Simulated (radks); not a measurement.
Question: The calcium ion Ca2+, [Ar]. Calculated with a radial shooting solver on a logarithmic mesh with Libxc functionals: non-relativistic Kohn-Sham, exchange-only LDA, spin-polarised, spherical densities, point nucleus. Every spin shell is full or empty, so the densities are truly spherical. Functionals are evaluated on that one density, not self-consistently. Rank these orbital-free kinetic functionals by their error against the exact value of the orbitals, and give that value: Thomas-Fermi, von Weizsacker, TF + vW, TF + vW/9, TF + vW/5, LC94, APBEK, revAPBEK, Perdew 92, Thakkar, Pearson, LKT, PG1, DePristo-Kress.

Answer: Exact: 673.550 hartree. From best to worst, with 100 (|E| - |E exact|)/|E exact| (equal figures are ties): DePristo-Kress +0.02, LC94 +0.08, APBEK +0.19, Thakkar -0.21, revAPBEK +0.50, Perdew 92 -0.64, TF + vW/9 -0.65, Pearson -1.41, TF + vW/5 +4.38, Thomas-Fermi -6.95, PG1 +22.43, LKT +27.92, von Weizsacker -43.36, TF + vW +49.70.
